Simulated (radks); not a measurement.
All-electron atom: F- in [Ne]. Method: scalar-relativistic Kohn-Sham, LB94 model potential, spin-polarised, spherical densities, finite nucleus; Fermi nuclear charge, rms radius 2.8976 fm; Watson sphere of charge +1 and radius 2.36 bohr; computed with a radial shooting solver on a logarithmic mesh with Libxc functionals.

Normalised radial functions P(r) = r R(r), r in bohr:

```
   r/bohr * 1s, o 2s, + 2p (the largest magnitude, 2.15, reaches the edge; | marks zero, & curves that meet)
 0.005578                             +o *
 0.006923                             +o  *
 0.008592                             +o   *
  0.01066                             +o    *
  0.01313                             + o     *
  0.01629                             + o      *
  0.02022                             + o        *
   0.0251                             +  o         *
  0.03115                             +  o           *
  0.03866                             +   o             *
  0.04798                             +    o              *
  0.05907                             |+   o                 *
  0.07332                             |+   o                   *
  0.09099                             |+   o                    *
   0.1129                             | +  o                     *
   0.1402                             |  + o                    *
    0.174                             |  o+                    *
   0.2159                             |o   +               *
   0.2658                            o|     +          *
   0.3299                         o   |       +   *
   0.4094                      o      |       *+
   0.5082                   o         |   *     +
   0.6307                 o           | *        +
   0.7827                o            |*         +
   0.9714                 o           *         +
    1.196                   o         *        +
    1.484                     o       *       +
    1.842                        o    *     +
    2.287                          o  *    +
    2.838                           o *  +
    3.522                            o* +
    4.371                             &+
```

1s: eigenvalue -684.78 eV, 0 radial nodes, <r> = 0.175 bohr, 90 % of the charge inside 0.313 bohr. 2s: eigenvalue -31.978 eV, 1 radial node at r = 0.241 bohr, <r> = 1.04 bohr, 90 % of the charge inside 1.71 bohr. 2p: eigenvalue -14.145 eV, 0 radial nodes, <r> = 1.21 bohr, 90 % of the charge inside 2.19 bohr.
